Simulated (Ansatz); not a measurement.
This geometry of H2O2SSe (6 atoms, charge 0, multiplicity 1) is a first-order saddle point.

Computed with Ansatz 0.2.0, RKS PBE0-D4/def2-SVP.

```xyz
6
Properties=species:S:1:pos:R:3
O -0.343 1.888 -0.766
Se 1.019 0.699 -0.730
O 0.572 -0.249 0.744
S -0.567 -1.499 0.621
H -0.957 1.633 -0.061
H 0.276 -2.471 0.192
```

(1) Which two structures does it join? (They come from a converged band through this point; their orientation in space is the band's.)

(2) How far does it lie above each of them?

## Answers

(1) No bond is made or broken. The dihedral H5–O1–Se2–O3 goes from -86 to 81°.

First end point:

```xyz
6
Properties=species:S:1:pos:R:3
O -0.319 1.889 -0.289
Se 0.984 0.750 -0.708
O 0.913 -0.377 0.716
S -0.427 -1.385 0.858
H -1.146 1.508 -0.617
H -0.004 -2.384 0.041
```

Last end point:

```xyz
6
Properties=species:S:1:pos:R:3
O -0.708 1.624 -0.762
Se 0.786 0.653 -0.784
O 0.558 -0.349 0.710
S -0.492 -1.672 0.659
H -0.573 2.352 -0.140
H 0.429 -2.608 0.317
```

(2) 0.34 eV above the first and 0.34 eV above the second. This is the barrier of this one path; another mechanism may lie lower.

Run time: 7.1 min on 1 thread of Intel(R) Xeon(R) Processor @ 2.50GHz (Skylake/Cascade Lake), on a shared host, peak memory 0.2 GiB.
